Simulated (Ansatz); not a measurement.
Mulliken charges of F2O2W, SMILES `[O]=[W](=[O])([F])[F]` from B3LYP/def2-TZVPP in Ansatz (PBE0-D4/def2-TZVP geometry).

| atom | x (Å) | y (Å) | z (Å) | charge (e) |
| --- | --- | --- | --- | --- |
| O1 | -0.737 | -0.522 | 1.425 | -0.393 |
| W2 | 0.011 | -0.016 | -0.007 | 1.407 |
| O3 | 1.519 | -0.783 | -0.066 | -0.393 |
| F4 | -1.007 | -0.566 | -1.450 | -0.310 |
| F5 | 0.264 | 1.815 | 0.057 | -0.310 |

**Question.** By hand: the dipole of these point charges (1 e Å = 4.8032 D).

**Answer.** Σ q r = (-0.062, 0.103, -0.112) e Å, of length 0.164 e Å = 0.79 D.

**Question.** How does the dipole of the full density compare? (Estimate.)

**Answer.** Computed: (-0.135, 0.226, -0.244) e Å, 1.72 D; the point charges give 0.46 times that, at 0° from its direction.

Point charges leave out the atoms' own dipoles, such as those of lone pairs, and Mulliken's split depends on the basis, so the two needn't agree.

B3LYP here is the variant with VWN-RPA as its local correlation; programs differ in this.
